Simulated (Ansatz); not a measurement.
A nudged elastic band was laid between two geometries of C2H6GeOS (11 atoms, charge 0, multiplicity 1).

The calculation used RKS PBE0-D4/def2-SVP (Ansatz 0.2.0).

| Quantity | Value |
| --- | --- |
| movable images | 7 |
| climbing image | yes |
| spring | 5.0 eV/Å² |
| optimiser | quadratic models (default) |
| start path | through a guess of the saddle point |
| force threshold | 0.03 eV/Å |
| iteration limit | 60 |
| end points | relaxed |

Image 0:

```xyz
11
Properties=species:S:1:pos:R:3
O -0.571 2.071 0.747
Ge 0.408 0.625 0.408
C -0.317 -1.144 0.893
S 0.199 -1.810 -0.742
C 0.405 -0.113 -1.420
H -1.479 2.006 0.435
H 1.785 0.963 0.988
H -1.410 -1.176 1.028
H 0.165 -1.668 1.731
H -0.452 0.192 -2.042
H 1.331 -0.004 -2.004
```

Image 8:

```xyz
11
Properties=species:S:1:pos:R:3
O -0.524 2.134 0.753
Ge 0.584 0.750 0.497
C 0.160 -0.968 1.138
S -0.251 -1.684 -0.350
C 0.286 -0.191 -1.265
H -1.411 1.835 0.984
H 1.950 1.426 0.687
H -1.617 -1.524 -0.692
H 0.188 -1.568 2.047
H -0.498 0.165 -1.950
H 1.199 -0.432 -1.828
```

Task: Which bonds break or form, and what moves?

Result: Bonds broken: C3–H8. Bonds formed: S4–H8.

Task: Give the energies along the band, and the barrier.

Result: It converged. The highest image is number 6 of 0 to 8, 3.61 eV above the first end and 1.12 eV above the last; the last end lies 2.49 eV above the first. Neighbouring images differ by up to 1.5 eV, so the band resolves the path poorly. A vibrational analysis at the climbing image gives one clearly imaginary mode, 1230i cm⁻¹: a first-order saddle point. The orbitals stay closed-shell, which can raise the energy where a bond breaks towards radicals; this wasn't checked here.

```csv
image,path coordinate (Å),energy (eV),C3–H8 (Å),S4–H8 (Å)
0,0.00,0.00,1.10,2.47
1,0.34,0.01,1.10,2.47
2,0.67,0.06,1.10,2.41
3,1.01,0.44,1.10,2.17
4,1.34,1.48,1.16,1.86
5,1.68,3.00,1.41,1.57
6,2.02,3.61,1.78,1.38
7,2.48,2.93,2.22,1.35
8,2.94,2.49,2.61,1.42
```

Task: What is the geometry of the highest image?

Result: 
```xyz
11
Properties=species:S:1:pos:R:3:forces:R:3
O -0.509 2.151 0.723 -0.01 0.00 0.00
Ge 0.505 0.710 0.461 0.01 0.00 0.00
C -0.271 -0.881 1.176 0.00 -0.01 0.00
S -0.080 -1.814 -0.576 0.00 -0.01 0.00
C 0.321 -0.192 -1.327 0.02 0.00 -0.01
H -1.403 1.867 0.952 0.00 0.01 0.00
H 1.927 1.279 0.653 0.00 0.00 0.00
H -1.338 -1.481 -0.116 -0.02 0.00 0.01
H 0.132 -1.514 1.979 0.00 0.00 0.00
H -0.474 0.132 -2.013 0.00 0.00 0.00
H 1.256 -0.314 -1.892 0.00 0.01 0.00
```

The run took 6.4 min on 2 threads of Intel(R) Xeon(R) Platinum 8488C (Sapphire Rapids), with other jobs on the host, peak memory 0.34 GiB.
